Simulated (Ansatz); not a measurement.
ClGeH6NSi, SMILES Cl[SiH2][NH][GeH3].

The structure is a stationary point at B3LYP-D3(BJ)/def2-SVP. A frequency run showed that this geometry is not a minimum. The structure was generated by enumeration, and PubChem lists no compound with its InChIKey, so it may never have been made. The values are those of a single conformer.

Two levels are set side by side: PBE/def2-SVPD (Ansatz, a program for electronic structure) and CAM-B3LYP/def2-SVPD (Ansatz). Energy differences of separate SCF runs at the same geometry; the states with an electron removed or added have multiplicity 2 and 2. Differences are taken from unrounded values.

```tsv
quantity	PBE
vertical ionisation energy (eV)	9.09
vertical singlet–triplet gap (eV)	5.08
```

Question: These are the PBE values. What does CAM-B3LYP give? (The exact figures need the calculation; the answer reports its results.)

Answer: 
| quantity | CAM-B3LYP | PBE minus CAM-B3LYP |
|---|---|---|
| vertical ionisation energy (eV) | 9.56 | -0.47 |
| vertical singlet–triplet gap (eV) | 5.79 | -0.71 |
